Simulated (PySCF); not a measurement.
# What a mistake does to a calculation on BCGeH6

Calculated results; nothing here was measured. They come from PySCF 2.14.0, an open-source quantum chemistry program, on an isolated molecule that a program drew, which may never have been made. The molecule is BCGeH6 (charge 0, doublet), drawn as the SMILES string `B[CH][GeH3]`.

Each row is a Hartree-Fock (HF) and frozen-core CCSD(T) single point in the cc-pVDZ basis, meant for a local HF minimum. Run 1 is clean. Each other run has one planted mistake out of seven kinds, and not every kind appears here: one electron removed, one electron added, multiplicity raised by two, geometry at a saddle point, minimal basis STO-3G, one bond length entered in bohr, all coordinates scaled. The reference is restricted for singlets and unrestricted otherwise, and also for a bond in bohr. Adding or removing an electron swaps singlet and doublet. Electrons count all cores. HOMO and LUMO are orbital energies over both spins, the gradient is its largest component, and the lowest frequency (negative if imaginary) is given only where the gradient is small. Bond lengths are over the 8 bonds as drawn. T1 is the CCSD diagnostic: over 0.02 (restricted) or 0.045 (unrestricted) a single reference is doubtful. Germanium has the cc-pVDZ-PP basis, with a core potential (ECP10MDF) in place of its 10 inner electrons, and its 3s, 3p and 3d shells are frozen in CCSD(T).

Geometry of the clean run:
```xyz
9
BCGeH6, angstrom
B    -1.3536    0.0595   -0.3142
C    -0.5370    1.3658   -0.4614
Ge    0.0775    2.5222    0.9894
H    -1.6763   -0.5711   -1.2850
H    -1.6760   -0.3419    0.7718
H    -0.2626    1.6991   -1.4618
H    -0.5053    3.9298    0.8105
H    -0.3648    1.9556    2.3399
H     1.6076    2.6254    0.9553
```

| run | electrons | basis functions | <S^2> | HOMO (eV) | LUMO (eV) | gradient (hartree/bohr) | lowest frequency (cm^-1) | mean bond (Å) | longest bond (Å) | T1 | HF (hartree) | CCSD(T) (hartree) | mistake |
|---|---|---|---|---|---|---|---|---|---|---|---|---|---|
| 1 | 49 | 81 | 0.759 | -10.74 | 0.65 | 1.4e-06 | 56 | 1.4491 | 1.954 | 0.0137 | -359.36167 | -359.72221 | no fault |
| 2 | 49 | 81 | 1.045 | -8.12 | -0.67 | 1.1e-01 | - | 1.5828 | 2.271 | 0.0549 | -359.20302 | -359.58302 | one bond length entered in bohr |
| 3 | 48 | 81 | 0.000 | -17.82 | -7.66 | 6.9e-02 | - | 1.4491 | 1.954 | 0.0297 | -359.02495 | -359.36733 | one electron removed |
| 4 | 50 | 81 | 0.000 | -2.02 | 8.90 | 5.9e-02 | - | 1.4491 | 1.954 | 0.0148 | -359.37668 | -359.78837 | ? |

**Which mistake was planted in run 4, and what did it cost?**

It counts 50 electrons, one more than the clean run, at the same geometry and basis. So the mistake is: one electron added. Subtracting run 1 and multiplying by 627.51 kcal/mol a hartree, the energy moved by -9.4 kcal/mol in HF and -41.5 kcal/mol in CCSD(T).

Cautions from the logs. Run 2: T1 is over the limit, so its CCSD(T) energy is less reliable; run 3: T1 is over the limit, so its CCSD(T) energy is less reliable.
